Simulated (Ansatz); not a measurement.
Ga₅As₄⁺: single points at one geometry.

```yaml
crystal:
  periodic: [false, false, false]
  atoms:
    - {symbol: Ga, position_ang: [-2.191860, -1.034457, 0.141807]}
    - {symbol: Ga, position_ang: [1.169956, 2.672116, 2.412159]}
    - {symbol: Ga, position_ang: [0.479534, -1.410863, 2.261280]}
    - {symbol: Ga, position_ang: [1.537105, -1.849723, -3.120241]}
    - {symbol: Ga, position_ang: [-1.408492, 2.171934, -0.792550]}
    - {symbol: As, position_ang: [-0.461669, -0.125994, -1.973534]}
    - {symbol: As, position_ang: [-0.705103, 1.004464, 1.613314]}
    - {symbol: As, position_ang: [1.096955, 0.494182, -0.097862]}
    - {symbol: As, position_ang: [0.483563, -1.921660, -0.444353]}
basis:
  gaussian: {orbitals: def2-TZVP, initial_orbitals: start.molden}
total_charge: 1
hamiltonian: {xc: pbe0, dispersion: d4}
scf: {omitted_lower_state_checks: [starts]}
output: {orbitals: {seedname: orbitals}}
```

The file start.molden holds the orbitals of an earlier run on this structure, at another level or in another basis.

```sh
$ ansatz run in.yaml --threads 6 --pin off --events-out ev --progress --plain --max-ram 7833MiB
```

It prints (some lines left out):

```
Functional definition: PBE0
2921 factors; integrals over basis functions are off by at most 1.0e-3 eV
mean field evaluation 1: about -505140.9783 eV, gradient 3.6e2 eV
mean field evaluation 2: about -505162.2003 eV, gradient 3.8e1 eV
mean field evaluation 4: about -505189.9897 eV, gradient 1.3e1 eV
mean field evaluation 8: about -505191.8392 eV, gradient 1.4e-3 eV
mean field -505191.83924786 eV, -18565.4576610314 hartree, gradient 1.5e-5 eV, S^2 0.000000; 0 other end points of the search recorded, 0 dependent functions left out
reference -505191.83928546 eV, -18565.4576624130 hartree; 143, 143 occupied and 289, 289 virtual orbitals, 2921 factors
Total energy: -505192.75282204 eV, -18565.4912342631 hartree
Checks for a lower state left out: starts
```

Hardware: 6 threads of Intel Xeon 6975P-C on a shared host. Wall time 29 s, peak host memory 3.3 GiB.

The first input with `gaussian: {orbitals: def2-SVP, initial_orbitals: start.molden}`, `hamiltonian: {xc: pbe, dispersion: d4}` (abridged; 3 s):

```
Functional definition: PBE
mean field -505116.88525257 eV, -18562.7031525099 hartree, gradient 1.5e-5 eV, S^2 0.000000
Total energy: -505117.92501407 eV, -18562.7413630402 hartree
Checks for a lower state left out: starts
```

The first input with `gaussian: {orbitals: 6-31G}`, `hamiltonian: {xc: {name: B3LYP}, dispersion: d4}` (abridged; 7.5 s):

```
Functional definition: B3LYP
mean field evaluation 16: about -505179.5116 eV, gradient 1.3e-4 eV
mean field -505179.51158657 eV, -18565.0046278348 hartree, gradient 3.6e-5 eV, S^2 0.000000
Total energy: -505181.25966025 eV, -18565.0688683578 hartree
Checks for a lower state left out: starts
```

First input, but with `gaussian: {orbitals: 6-31G}`, `hamiltonian: {xc: hf}` (abridged; 7 s):

```
Functional definition: HF
mean field -504769.81369567 eV, -18549.9485080474 hartree, gradient 2.5e-5 eV, S^2 0.000000
Total energy: -504769.81369567 eV, -18549.9485080474 hartree
Checks for a lower state left out: starts
```

As the first input, with `gaussian: {orbitals: def2-SVP, initial_orbitals: start.molden}` (abridged; 11 s):

```
Functional definition: PBE0
mean field -505128.16449494 eV, -18563.1176570220 hartree, gradient 1.3e-5 eV, S^2 0.000000
Total energy: -505129.07807015 eV, -18563.1512302917 hartree
Checks for a lower state left out: starts
```

The first input with `gaussian: {orbitals: STO-3G}`, `hamiltonian: {xc: hf}` (abridged; 34 s):

```
Functional definition: HF
mean field evaluation 16: about -499093.2059 eV, gradient 8.3e0 eV
mean field evaluation 32: about -499093.8494 eV, gradient 2.9e-2 eV
mean field -499093.84950956 eV, -18341.3606715146 hartree, gradient 8.6e-6 eV, S^2 0.000000
Total energy: -499093.84950956 eV, -18341.3606715146 hartree
Checks for a lower state left out: starts
```

The first input with `hamiltonian: {xc: pbe, dispersion: d4}` (abridged; 6.5 s):

```
Functional definition: PBE
mean field -505180.61957671 eV, -18565.0453457215 hartree, gradient 3.0e-5 eV, S^2 0.000000
Total energy: -505181.65933706 eV, -18565.0835562095 hartree
Checks for a lower state left out: starts
```

Geometry: PBE-D4/def2-SVP.

The 6-31G sets use Cartesian d functions. B3LYP takes the VWN-RPA correlation. The structure comes from a short search, and lower isomers may exist.
